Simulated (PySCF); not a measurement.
Method: PBE-D3(BJ)/def2-TZVP // B3LYP-D3(BJ)/def2-SVP in PySCF 2.14.0. All species are isolated molecules in the gas phase. One relaxed conformer stands for a flexible species; it need not be the lowest. Excitations are Tamm–Dancoff values on a coarser integration grid. The basis has no diffuse functions, so Rydberg states are missing or too high.

Reference species (SMILES): `I[Si](I)(I)I` (neutral, multiplicity 1).

| Quantity | Result |
|---|---|
| S1 excitation (TDA) | 3.15 eV |
| HOMO | -6.59 eV |
| S1 oscillator strength | 0.000 |

After one change: the S1 excitation (TDA) rises by 0.62 eV; the HOMO rises by 0.22 eV; the S1 oscillator strength stays essentially unchanged.

Name the change that produced these shifts. The new species is one of these.
A) `CC[Si](I)(I)CC` (C–C–Si–I torsion -59°, I–Si–C–C torsion 59°)
B) `CC[Si](CC)(CC)CC`
C) `CC[Si](I)(CC)CC`
D) `CC[Si](I)(I)I` (C–C–Si–I torsion 180°)

D, `CC[Si](I)(I)I` (C–C–Si–I torsion 180°)
